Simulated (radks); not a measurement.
The nitrogen ion N4+, [He] 2s1. Calculated with a radial shooting solver on a logarithmic mesh with Libxc functionals: non-relativistic Kohn-Sham, r2SCAN, spin-polarised, spherical densities, point nucleus; meta-GGA in the generalised Kohn-Sham scheme. Every spin shell is full or empty, so the densities are truly spherical. Functionals are evaluated on that one density, not self-consistently. Rank these orbital-free kinetic functionals by their error against the exact value of the orbitals, and give that value: Thomas-Fermi, von Weizsacker, TF + vW, TF + vW/9, TF + vW/5, LC94, APBEK, Perdew 92, Pearson, LKT, DePristo-Kress.

Answer. Exact: 48.3219 hartree. From best to worst, with 100 (|E| - |E exact|)/|E exact| (equal figures are ties): DePristo-Kress -0.02, APBEK +0.37, LC94 +0.42, TF + vW/9 +0.62, Perdew 92 +0.64, Pearson -3.89, von Weizsacker -5.79, TF + vW/5 +8.99, Thomas-Fermi -9.85, LKT +55.80, TF + vW +84.37.
